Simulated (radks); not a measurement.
Values are calculated unless marked as measured or tabulated.
Os, configuration [Xe] 4f14 5d5 6s2 6p1 (not the ground configuration).

Level of theory: Dirac Kohn-Sham, PBE, spin-unpolarised, spherical densities, point nucleus; open shells fill j = l - 1/2 first (a radial shooting solver on a logarithmic mesh with Libxc functionals).

Energy parts (hartree):
| part | energy |
|---|---|
| total | -17281.6522 |
| kinetic | 19624.0094 |
| electron-nucleus | -43300.1598 |
| Hartree | 6735.1767 |
| exchange-correlation | -340.6785 |

Orbitals (lengths in bohr, moments of r in powers of bohr):
\begin{tabular}{lrrrrr}
orbital & occ. & eigenvalue (hartree) & <r^2> & <r^4> & small-component weight \\ \hline
1s1/2 & 2 & -2711.130 & 0.0004333 & 5.119e-07 & 8.27e-02 \\
2s1/2 & 2 & -471.9261 & 0.006582 & 0.00007579 & 1.88e-02 \\
2p1/2 & 2 & -451.7652 & 0.004684 & 0.00004544 & 1.89e-02 \\
2p3/2 & 4 & -395.4868 & 0.005880 & 0.00006780 & 1.69e-02 \\
3s1/2 & 2 & -109.9185 & 0.04288 & 0.002782 & 6.23e-03 \\
3p1/2 & 2 & -100.9167 & 0.03926 & 0.002444 & 6.17e-03 \\
3p3/2 & 4 & -88.64347 & 0.04577 & 0.003286 & 5.61e-03 \\
3d3/2 & 4 & -73.59654 & 0.03533 & 0.002210 & 5.50e-03 \\
3d5/2 & 6 & -70.93856 & 0.03711 & 0.002417 & 5.34e-03 \\
4s1/2 & 2 & -23.30257 & 0.2106 & 0.06430 & 2.07e-03 \\
4p1/2 & 2 & -19.52740 & 0.2163 & 0.06966 & 1.98e-03 \\
4p3/2 & 4 & -16.64480 & 0.2505 & 0.09340 & 1.77e-03 \\
4d3/2 & 4 & -10.45896 & 0.2697 & 0.1167 & 1.57e-03 \\
4d5/2 & 6 & -9.92516 & 0.2823 & 0.1278 & 1.51e-03 \\
5s1/2 & 2 & -3.49051 & 1.135 & 1.882 & 4.89e-04 \\
5p1/2 & 2 & -2.32492 & 1.360 & 2.807 & 4.10e-04 \\
4f5/2 & 6 & -2.09783 & 0.3761 & 0.3112 & 1.12e-03 \\
4f7/2 & 8 & -1.99473 & 0.3876 & 0.3320 & 1.10e-03 \\
5p3/2 & 4 & -1.87190 & 1.617 & 4.002 & 3.50e-04 \\
5d3/2 & 4 & -0.35802 & 3.425 & 22.53 & 1.79e-04 \\
5d5/2 & 1 & -0.31640 & 3.720 & 26.97 & 1.66e-04 \\
6s1/2 & 2 & -0.28503 & 9.208 & 135.7 & 6.27e-05 \\
6p1/2 & 1 & -0.10058 & 17.22 & 532.0 & 3.29e-05 \\
6p3/2 & 0 & -0.07362 & 22.31 & 904.3 & 2.51e-05 \\
\end{tabular}

The highest occupied level is 6p1/2 at -2.737 eV. Summed over all electrons, <r^2> = 75.26 bohr^2, which gives a Langevin (diamagnetic) susceptibility term of -59.6 x 10^-6 cm^3/mol.
